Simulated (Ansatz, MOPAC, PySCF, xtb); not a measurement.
Lewis adduct: GaH3 (SMILES [GaH3]) (first 4 atoms) with H2O (SMILES O); geometry from B3LYP-D3(BJ)/def2-TZVP, rigid monomers moved along the line of their centres of mass till Ga1···O5 is 2.00 Å.
(charge 0, multiplicity 1):
```xyz
7

Ga     0.3967    -0.3761     0.6852
H      1.8829    -0.0976     1.1226
H     -0.2292    -1.8111     0.8526
H     -0.2872     0.6261    -0.3304
O     -0.4466     0.3931     2.3317
H     -1.4083     0.3207     2.2932
H     -0.2418     1.3320     2.4225
```

Interaction energies are E(AB) − E(A) − E(B) at the monomers' geometry in the complex; basis-set methods are counterpoise corrected. Rows marked so take none.

Rows in 6-31G* carry no dispersion term and start afresh at each structure (6-31G* with six Cartesian d functions); the Pople sets are all-electron and without relativity. MP2/6-31G* freezes PySCF's default core, which leaves 3d correlated. The state that PM6 reach isn't checked.

Codes used: Ansatz (a program for electronic structure) with Gaussian orbitals; MOPAC for PM6 (differences of heats of formation); PySCF for 6-31G* rows, the dispersion terms; xtb for the GFN methods. 

```csv
level,interaction energy (kcal/mol)
PM6,-14.53
GFN2-xTB,-27.35
HF/aug-cc-pVTZ,-9.06
PBE/def2-TZVPPD,-10.29
r2SCAN/def2-TZVPPD,-14.47
r2SCAN-D3(BJ)/def2-TZVPPD,-14.74
PBE0-D4/def2-TZVPPD,-12.91
MP2/6-31G*,-11.08
MP2/6-31G* (no counterpoise),___
```

Task: Some entries are withheld; supply them.

Result: 
- MP2/6-31G* (no counterpoise), interaction energy (kcal/mol): -17.46
